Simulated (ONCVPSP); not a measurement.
**boron ONCV: all-electron and pseudo phase curves**

```json
{"Element": "B (Z = 5)", "Generator": "ONCVPSP 4.0.1", "Type": "optimised norm-conserving Vanderbilt (ONCV)", "Functional": "PBE", "Relativity": "scalar-relativistic", "Frozen core": "[He]", "Valence charge": "3", "Reference configuration": "2s2 2p1", "Partial waves": "2s: rc 1.70 bohr, ncon 5, nbas 9, qcut 4.7 1/bohr, 2 projectors, debl 1.2 Ha; 2p: rc 2.05 bohr, ncon 4, nbas 7, qcut 4.1 1/bohr, 2 projectors, debl 3.4 Ha", "Local potential": "polynomial inside 1.55 bohr (lpopt 5, dvloc0 0 Ha)", "Core correction": "Teter function, fcfact 5.75, rcfact 1.5"}
```

The phase is arctan(r·R′/R) of the radial function R(r), unwrapped; energies in Ha, scanned from -2 to 5 Ha. A pole is an energy at which the radial function vanishes at the test radius. The pseudo phase is shifted by a multiple of π to meet the all-electron one at the reference energy, and phase errors are pseudo minus all-electron; the curves can meet again beyond the range given. Levels narrower than the energy grid can be missing from the lists of poles.

For each channel, where are the poles, and over which energies does the pseudopotential scatter like the atom?

```csv
channel,radius (bohr),reference energy (Ha),"poles, all-electron","poles, pseudo",unbroken range about the reference energy with phases within 0.05 rad,phase error 1 Ha above the reference energy (rad)
s,1.73,-0.35,1.17,1.17,below 3.5,-0.000
p,2.08,-0.13,"0.52, 4.26","0.52, 4.28",the whole range,+0.003
```

Phases in the p channel:

| E (Ha) | all-electron | pseudo |
| --- | --- | --- |
| -1.98 | 1.223 | 1.224 |
| -1.80 | 1.196 | 1.196 |
| -1.62 | 1.162 | 1.162 |
| -1.44 | 1.117 | 1.118 |
| -1.26 | 1.058 | 1.059 |
| -1.08 | 0.974 | 0.975 |
| -0.90 | 0.846 | 0.847 |
| -0.72 | 0.631 | 0.632 |
| -0.54 | 0.248 | 0.249 |
| -0.36 | -0.335 | -0.334 |
| -0.18 | -0.861 | -0.861 |
| 0.00 | -1.178 | -1.178 |
| 0.18 | -1.365 | -1.364 |
| 0.36 | -1.488 | -1.487 |
| 0.54 | -1.583 | -1.581 |
| 0.72 | -1.665 | -1.662 |
| 0.90 | -1.747 | -1.743 |
| 1.08 | -1.840 | -1.835 |
| 1.26 | -1.964 | -1.955 |
| 1.44 | -2.152 | -2.137 |
| 1.62 | -2.482 | -2.454 |
| 1.80 | -3.050 | -3.011 |
| 1.98 | -3.663 | -3.636 |
| 2.16 | -4.040 | -4.028 |
| 2.34 | -4.245 | -4.239 |
| 2.52 | -4.367 | -4.364 |
| 2.70 | -4.447 | -4.446 |
| 2.88 | -4.505 | -4.505 |
| 3.06 | -4.549 | -4.549 |
| 3.24 | -4.584 | -4.584 |
| 3.42 | -4.613 | -4.613 |
| 3.60 | -4.639 | -4.638 |
| 3.78 | -4.661 | -4.660 |
| 3.96 | -4.681 | -4.680 |
| 4.14 | -4.700 | -4.699 |
| 4.32 | -4.718 | -4.716 |
| 4.50 | -4.736 | -4.733 |
| 4.68 | -4.755 | -4.750 |
| 4.86 | -4.774 | -4.767 |
